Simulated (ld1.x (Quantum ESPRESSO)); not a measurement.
## Reading a pseudo-wave (vanadium (V))

Columns: radius, all-electron u(r) and pseudo u(r) of the 4p shell (level -1.44 eV) of vanadium in the configuration [Ne] 3s2 3p6 3d3 4s2 4p0; PBE, scalar-relativistic, PAW scheme, ld1.x (Quantum ESPRESSO) 7.5.

```csv
r (bohr),all-electron,pseudo
0.110,0.0906,-0.0004
0.220,0.0890,-0.0014
0.330,0.0084,-0.0027
0.440,-0.0802,-0.0038
0.550,-0.1445,-0.0040
0.660,-0.1769,-0.0026
0.770,-0.1807,0.0014
0.880,-0.1625,0.0084
0.990,-0.1294,0.0192
1.100,-0.0871,0.0341
1.210,-0.0400,0.0532
1.320,0.0089,0.0763
1.430,0.0576,0.1033
1.540,0.1046,0.1333
1.650,0.1493,0.1656
1.760,0.1912,0.1992
1.870,0.2299,0.2331
1.980,0.2654,0.2663
2.090,0.2979,0.2980
2.200,0.3272,0.3272
2.310,0.3536,0.3536
2.420,0.3772,0.3772
2.530,0.3981,0.3981
2.640,0.4164,0.4164
2.750,0.4322,0.4322
2.860,0.4457,0.4457
```

Task: How many radial nodes do the two functions have?

Result: The all-electron 4p function has n − l − 1 = 2; the pseudo-wave has 1, since 1 lower shell of the same l stays in the valence.

Task: At about which radius was the pseudo-wave matched?

Result: 2.20 bohr. The columns agree to 0.0005 from 2.09 bohr on; several derivatives are matched, so the curves merge somewhat inside the radius.

Task: Is the pseudo-wave norm-conserving?

Result: No, it belongs to a PAW set: the norm inside the radius is not constrained, and the difference is carried by the augmentation charge.
